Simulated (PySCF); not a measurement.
## BGeH5: core ionisation energies

Compound: BGeH5.
Atom-mapped SMILES: `[BH2:1][GeH3:2]`

Level of theory: PySCF 2.14.0, delta-SCF UKS SCAN, pcX-2 on the ionised atom, pcseg-1 elsewhere, spin-free X2C. Vertical ΔSCF values, vacuum level as zero.

Problem. List the computed XPS lines with their assignment.

Solution. 
| atom(s) | bonded to | level | binding energy (eV) | count |
| --- | --- | --- | --- | --- |
| B1 | 2 H and Ge | B 1s | 196.72 | 1 |

Problem. Which photon energy gives electrons from B 1s of B1 a kinetic energy of 50 eV, and what is their de Broglie wavelength?

Solution. hν = 196.72 + 50 = 246.72 eV, recoil neglected; λ = 12.264 Å/√(E/eV) = 1.73 Å.

Problem. What is the longest wavelength that can ionise B 1s of B1 vertically?

Solution. λ = hc/E = 12398.42 eV Å / 196.72 eV = 63.026 Å.

The unrestricted hole states depart most from a pure doublet (⟨S²⟩ = 0.75; over 0.85 named) for B 1s of B1 (0.86), which makes this value less certain. No level of germanium is listed. Isolated species at its PBE0-D3(BJ)/def2-SVP geometry, gas phase.

Hardware: Arm Neoverse V2, one thread, no GPU, shared host. Cost: 3.0 s of wall time.
